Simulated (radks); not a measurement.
N, configuration [He] 2s2 2p3. Method: scalar-relativistic Kohn-Sham, exchange-only PBE, spin-polarised, spherical densities, point nucleus; open shells are filled with parallel spins first; computed with a radial shooting solver on a logarithmic mesh with Libxc functionals.

Normalised radial functions P(r) = r R(r), r in bohr:

```
   r/bohr * 1s down, o 2s up, + 2p down (the largest magnitude, 1.88, reaches the edge; | marks zero, & curves that meet)
  0.01927                             + o      *
  0.02392                             + o       *
  0.02993                             +  o        *
  0.03714                             +  o           *
  0.04647                             +   o            *
  0.05767                             +    o              *
  0.07215                             |+   o                *
  0.08955                             |+   o                  *
    0.112                             |+    o                   *
    0.139                             | +   o                    *
    0.174                             | +  o                     *
   0.2159                             |  +o                    *
   0.2701                             | o +                 *
   0.3352                            o|    +            *
   0.4194                         o   |      +     *
   0.5205                      o      |       &
   0.6512                   o         |    *   +
   0.8082                 o           | *       +
    1.011                o            |*        +
    1.255                 o           *         +
     1.57                   o         *        +
    1.948                      o      *       +
    2.438                        o    *     +
    3.025                          o  *    +
    3.785                            o*   +
    4.697                             & +
    5.877                             &+
    7.294                             &+
```

1s down: eigenvalue -381.99 eV, 0 radial nodes, <r> = 0.229 bohr, 90 % of the charge inside 0.411 bohr. 2s up: eigenvalue -19.227 eV, 1 radial node at r = 0.319 bohr, <r> = 1.31 bohr, 90 % of the charge inside 2.09 bohr. 2p down (empty): eigenvalue -2.898 eV, 0 radial nodes, <r> = 1.79 bohr, 90 % of the charge inside 3.31 bohr.
